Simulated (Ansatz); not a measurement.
Consider the substitution at a C–C bond: `C=C=C(C)F` + `C[SiH](O)Cl` → `CO[SiH](C)Cl` + `C=C=CF`.

Gas-phase electronic energies from Ansatz, PBE0-D4/def2-TZVP geometries. CCSD(T)/CBS adds triple-zeta CCSD(T) − MP2 to the extrapolated MP2 energy (def2 sets, frozen cores). Functionals use def2-TZVPP. B3LYP here is the variant with VWN-RPA as its local correlation; programs differ in this. One conformer a species, not always the lowest.

```csv
level,ΔE (kJ/mol),difference from CCSD(T)/CBS
r2SCAN-D4,78.9,1.0
B97M-V,78.1,0.2
B3LYP-D4,70.5,-7.4
r2SCANh-D4,79.3,1.4
B2PLYP,75.6,-2.3
PBE,78.0,0.1
revPBE,76.7,-1.2
LC-ωPBE,79.5,1.6
RPA@PBE/def2-TZVPP,68.5,-9.4
HF/def2-SVP,62.0,-15.9
HF/def2-TZVPP,68.6,-9.3
SCS-MP2/def2-TZVPP,76.4,-1.5
CCSD(T)/def2-TZVPP,75.7,-2.2
SCS-MP2/def2-QZVPP,77.7,-0.2
HF/CBS(def2),68.0,-9.9
MP2/CBS(def2),84.5,6.6
CCSD(T)/CBS,77.9,0
```

Largest T1 diagnostic among the species: 0.013.

At CCSD(T), def2-SVP lies −10.1 kJ/mol from the extrapolated value and def2-TZVPP −2.2 kJ/mol. In def2-TZVPP, CCSD(T) changes the Hartree–Fock value by +7.2 kJ/mol (the triples alone add +0.6 kJ/mol) and MP2 by +13.8 kJ/mol. Leaving LDA and LC-ωPBE aside and taking each functional with its dispersion term where it has one, the values, not all of them listed here, spread over 13.3 kJ/mol, from BLYP-D4 to PBE-QIDH. LDA lies +4.9 kJ/mol from PBE without D4.
